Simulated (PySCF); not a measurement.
## Polarisability and C₆ of Sc⁺ (scandium, charge +1)

[Ar] 3d1 4s1, high-spin 3D determinant. Calculation: PySCF 2.14, in aug-cc-pVTZ-DK (8s7p5d3f2g, 93 functions); scalar relativity by spin-free X2C-1e. Coupled (time-dependent) response in atomic units; α is the mean over directions.

| method | mean α (bohr³) | α xx, yy, zz | C₆ (like pair) | S(−4) |
| --- | --- | --- | --- | --- |
| UHF | 76.28 | 75.17, 75.17, 78.51 | 563.7 | 5330 |
| PBE | 58.84 | 58.09, 58.09, 60.34 | 399.1 | 3003 |
| PBE0 | 62.95 | 61.68, 61.68, 65.47 | 435.4 | 3501 |

S(−4) is the Cauchy moment in α(ω) = α(0) + S(−4) ω² + …

α(iu) at UHF:

| u (hartree) | α(iu) (bohr³) |
| --- | --- |
| 0 | 76.28 |
| 0.0500 | 65.06 |
| 0.100 | 45.77 |
| 0.200 | 22.44 |
| 0.300 | 13.28 |
| 0.500 | 6.910 |
| 0.750 | 4.289 |
| 1.00 | 3.089 |
| 1.50 | 1.897 |
| 2.00 | 1.289 |
| 3.00 | 0.6973 |
| 5.00 | 0.2920 |

A single London oscillator, α(iu) = α/(1 + u²/ω²), gives C₆ = (3/4) ω α². Matching the computed C₆ needs ω = 4 × 563.7 / (3 × 76.28²) = 0.129 hartree.

For an ion, C₆ is the dispersion term alone; charge-induced terms of lower order in 1/R come first.

The components differ because the open shell of this determinant is not spherical; for a pure term their mean is the scalar polarisability.
